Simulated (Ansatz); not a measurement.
The first iterations of a band of BFH2O + FH (7 atoms, charge 0, multiplicity 1).

Method: RKS B3LYP-D4/def2-SVP (Ansatz 0.2.0).

- movable images: 9
- climbing image: yes
- spring: 5.0 eV/Å²
- optimiser: quadratic models (default)
- start path: through a guess of the saddle point
- force threshold: 0.05 eV/Å
- iteration limit: 60
- end points: relaxed

Image 0:

```xyz
7
Properties=species:S:1:pos:R:3
B -0.073 -0.320 0.059
O -0.085 -0.204 1.415
H -0.961 -0.362 1.801
H 0.956 -0.189 -0.538
F -1.202 -0.608 -0.576
F 0.183 2.407 0.983
H 0.284 1.598 1.438
```

Image 10:

```xyz
7
Properties=species:S:1:pos:R:3
B 0.026 0.378 -0.109
O 0.032 0.027 1.687
H -0.841 -0.369 1.849
H 1.021 -0.191 -0.483
F -1.181 -0.165 -0.412
F 0.041 1.734 -0.046
H 0.002 0.908 2.097
```

| iteration | highest image above the first end (eV) | largest band force component (eV/Å) |
| --- | --- | --- |
| 1 | 1.962 | 4.898 |
| 2 | 0.810 | 2.510 |
| 3 | 0.830 | 1.589 |

Question: Does the band converge within its limit, and where does its top end?

Answer: The run converged. It ended after 10 iterations with the highest image 0.587 eV above the first end. A vibrational analysis at the climbing image gives one clearly imaginary mode, 960i cm⁻¹: a first-order saddle point. The orbitals stay closed-shell, which can raise the energy where a bond breaks towards radicals; this wasn't checked here.

The run took 110 s on 1 thread of Intel(R) Xeon(R) 6975P-C (Granite Rapids), with other jobs on the host, peak memory 0.15 GiB.
